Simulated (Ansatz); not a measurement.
`N[SiH2][S][GeH2][NH2]` + `N[SiH](O)O` → `[NH2][GeH2][Si](N)(O)O` + `N[SiH2]S`  (formal exchange of groups at a Ge–S bond)

Gas-phase electronic energies from Ansatz, PBE0-D4/def2-TZVP geometries. CCSD(T)/CBS adds triple-zeta CCSD(T) − MP2 to the extrapolated MP2 energy (def2 sets, frozen cores). This one scheme is used for every species. DFT in def2-TZVPP. B3LYP here is the variant with VWN-RPA as its local correlation; programs differ in this. For Ge outer-core shells are correlated without core-valence functions, which leaves a few kJ/mol of doubt a bond. Scalar relativity is left out up to krypton. Each species was taken in one conformer, which may not be the lowest.

`N[SiH2][S][GeH2][NH2]`:

Z-matrix (Å, degrees):
```
Si
S 1 2.119
N 1 1.724 2 109.6
H 1 1.487 2 113.6 3 116.9
H 1 1.489 2 104.3 3 -125.4
Ge 2 2.254 1 97.9 3 -44.3
H 3 1.009 1 118.4 2 163.9
H 3 1.009 1 119.0 2 -56.7
N 6 1.827 2 115.2 1 -37.7
H 6 1.535 2 104.3 1 -156.6
H 6 1.533 2 108.6 1 83.2
H 9 1.011 6 114.6 2 -59.8
H 9 1.012 6 112.3 2 65.4
```

`N[SiH](O)O`:

Cartesian coordinates in Å:
```
N 0.429 0.186 -1.168
Si -0.145 -0.454 0.316
O -1.662 0.126 0.537
O 0.953 -0.058 1.468
H 1.394 0.053 -1.428
H -0.165 0.166 -1.982
H -0.291 -1.917 0.436
H -1.802 1.058 0.363
H 1.289 0.839 1.459
```

`[NH2][GeH2][Si](N)(O)O`:

```xyz
14

N    -0.602    2.398    0.232
Ge   -0.759    0.900   -0.847
Si    0.568   -0.768    0.223
N    -0.201   -2.269   -0.012
O     0.714   -0.379    1.815
O     2.123   -0.817   -0.315
H    -1.133    3.197   -0.087
H    -0.864    2.208    1.190
H    -2.231    0.435   -1.045
H    -0.251    1.326   -2.240
H     0.173   -3.114    0.392
H    -1.203   -2.312   -0.098
H     1.413    0.243    2.029
H     2.253   -1.047   -1.236
```

`N[SiH2]S`:

Cartesian coordinates in Å:
```
N 0.976 -0.840 -0.623
Si -0.014 0.027 0.462
S -1.700 0.909 -0.542
H 0.893 -1.839 -0.701
H 1.340 -0.424 -1.465
H 0.706 1.153 1.107
H -0.443 -0.960 1.484
H -1.758 1.972 0.278
```

Q: Is it downhill or uphill in electronic energy at CCSD(T)/CBS, and by how much? (Best estimate.)

A: Ansatz gave: Uphill: ΔE = +68.6 kJ/mol.

Q: What do these levels give: B2PLYP, PBE, r2SCAN, B3LYP, MP2/def2-TZVPP, SCS-MP2/def2-TZVPP, CCSD/def2-TZVPP, CCSD(T)/def2-TZVPP, HF/def2-QZVPP, MP2/def2-QZVPP, HF/CBS(def2), CCSD/CBS(def2)? (Best estimate.)

A: Computed: B2PLYP 67.5, PBE 55.7, r2SCAN 66.3, B3LYP 59.5, MP2/def2-TZVPP 79.4, SCS-MP2/def2-TZVPP 77.2, CCSD/def2-TZVPP 69.1, CCSD(T)/def2-TZVPP 70.9, HF/def2-QZVPP 73.5, MP2/def2-QZVPP 77.9, HF/CBS(def2) 73.4, CCSD/CBS(def2) 66.8 kJ/mol.

Largest T1 diagnostic among the species: 0.012.

From PBE to PBE0 (25 % exact exchange), in def2-TZVPP and without D4, ΔE moves by +5.4 kJ/mol. The D4 term adds +5.3 kJ/mol with B3LYP and +2.8 kJ/mol with PBE0; it sums over pairs of atoms, weighted by their polarisabilities, and B3LYP, whose exchange is more repulsive, gets the larger term.
